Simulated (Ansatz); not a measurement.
Frontier orbitals of C₄H₆BClO₂ (`C[B-]1(Cl)OC=CC=[O+]1`).

The species carries charge 0 and has multiplicity 1. All single points use the PBE0-D4/def2-TZVP geometry. Basis def2-TZVPP, the Gaussian-basis code of Ansatz.

```json
{"functional": "PBE", "HOMO (eV)": "-6.44", "LUMO (eV)": "-3.60", "gap (eV)": "2.84"}
{"functional": "BLYP", "HOMO (eV)": "-6.29", "LUMO (eV)": "-3.47", "gap (eV)": "2.82"}
{"functional": "r2SCAN", "HOMO (eV)": "-6.74", "LUMO (eV)": "-3.50", "gap (eV)": "3.24"}
{"functional": "B97M-V", "HOMO (eV)": "-6.83", "LUMO (eV)": "-3.41", "gap (eV)": "3.42"}
{"functional": "PBE0", "HOMO (eV)": "-7.73", "LUMO (eV)": "-2.72", "gap (eV)": "5.01"}
{"functional": "r2SCAN0", "HOMO (eV)": "-7.92", "LUMO (eV)": "-2.66", "gap (eV)": "5.26"}
{"functional": "HSE06 (plane-wave form)", "HOMO (eV)": "-7.33", "LUMO (eV)": "-3.10", "gap (eV)": "4.23"}
{"functional": "LC-ωPBE", "HOMO (eV)": "-10.36", "LUMO (eV)": "-0.49", "gap (eV)": "9.87"}
{"functional": "ωB97X-V", "HOMO (eV)": "-10.03", "LUMO (eV)": "-0.51", "gap (eV)": "9.52"}
{"functional": "ωB97M-V", "HOMO (eV)": "-9.92", "LUMO (eV)": "-0.58", "gap (eV)": "9.34"}
```

A quarter of exact exchange (PBE0) shifts PBE's HOMO by −1.28 eV and its LUMO by +0.88 eV; full exchange at long range (ωB97M-V) shifts them by −3.47 and +3.02 eV. The gap opens from 2.85 to 9.34 eV, since occupied levels lose self-interaction and empty ones feel all the electrons.

LC-ωPBE has ω = 0.4 bohr⁻¹.
